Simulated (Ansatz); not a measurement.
Reading a saddle point

A first-order saddle point of SiNH5BrF, singlet, PBE0-D4/def2-TZVP, with one imaginary mode of 419i cm⁻¹:

| atom | x (Å) | y (Å) | z (Å) |
| --- | --- | --- | --- |
| Si1 | -0.3623 | -0.3506 | -0.0763 |
| Br2 | 1.4939 | -1.9874 | 1.0400 |
| H3 | -0.2669 | -1.3304 | -1.1803 |
| H4 | -1.4628 | -0.6845 | 0.8428 |
| N5 | -0.3970 | 1.0954 | -0.9511 |
| H6 | 1.1641 | -0.3797 | 1.5286 |
| F7 | 0.5653 | 0.5315 | 1.3093 |
| H8 | -0.3882 | 1.0867 | -1.9558 |
| H9 | -0.3462 | 2.0190 | -0.5571 |

Ansatz 0.2.0; basis: def2-TZVPP and def2-QZVPP; cores frozen in the correlated methods. Filled d shells of the heavier atoms are correlated. The def2 sets are not built for correlating such inner shells, so the correlated values are less sure here. Extrapolation: Hartree–Fock as exp(−7.88 √X), correlation as X^−2.97.

Which contacts change along the imaginary mode, and what lies on either side? (Judge from chemistry; the calculation decides.)

The calculation gives: The step is SiNH₄Br ([NH2][SiH2][Br]) + HF → SiNH₄F ([NH2][SiH2][F]) + HBr, with the molecules in contact on both sides. Shortening one way: Si1–F7, Br2–H6; lengthening the same way: Si1–Br2, H6–F7.
| pair | one side (Å) | saddle (Å) | other side (Å) |
| --- | --- | --- | --- |
| Si1–F7 | 3.43 | 1.89 | 1.62 |
| Br2–H6 | 2.36 | 1.71 | 1.43 |
| Si1–Br2 | 2.28 | 2.71 | 4.17 |
| H6–F7 | 0.93 | 1.11 | 2.07 |

Which side is lower, and how far does the saddle lie above each? (Judge from chemistry; the value comes from the calculation.)

The calculation gives: The side with Si1–F7, Br2–H6 short is lower by 0.376 eV; the saddle lies 1.611 eV above it and 1.235 eV above the other (CCSD(T) at an estimated basis limit (MP2 extrapolated from triple and quadruple zeta, plus CCSD(T) − MP2 in triple zeta); electronic energies).

T1 diagnostic: at most 0.010.

Labels in which every atom is bracketed show which atoms are joined, not bond orders.

For scale, one of the runs: CCSD(T)/def2-TZVPP, 222 basis functions, launched by `ansatz run in.yaml --threads 4 --pin off --events-out ev --progress --plain --max-ram 9574MiB`. Time: 2.4 min of wall clock on 4 CPU threads of an Arm Neoverse V1; the host was shared. Peak host memory: 3.6 GiB.
